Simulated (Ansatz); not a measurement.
Cartesian coordinates in Å:
```
F 0.8460 0.9256 -1.1575
Si 0.0597 0.0653 -0.0817
I -1.3205 -1.5140 -1.2779
I 1.6969 -1.0628 1.2883
I -1.2822 1.5858 1.2288
```

Charge 0, multiplicity 1. I: def2 effective core potential.

List the B3LYP/def2-TZVPP orbital energies in eV (the Gaussian-basis code of Ansatz). (An estimate is asked.)

Computed: Occupied: -1802.47, -672.30, -186.76, -186.76, -186.76, -146.67, -132.94, -132.94, -132.94, -132.72, -132.72, -132.72, -132.72, -132.71, -132.71, -102.01, -102.01, -102.01, -52.64, -52.63, -52.63, -52.55, -52.55, -52.55, -52.55, -52.55, -52.55, -52.35, -52.35, -52.35, -52.35, -52.35, -52.35, -33.30, -20.34, -19.49, -19.49, -15.41, -13.08, -13.08, -12.45, -9.93, -9.93, -8.55, -8.28, -8.28, -7.79, -7.79, -7.52. Lowest empty: -2.40, -0.43, -0.38, -0.38, 2.65, 2.65, 2.86, 2.86.

B3LYP here is the variant with VWN-RPA as its local correlation; programs differ in this.
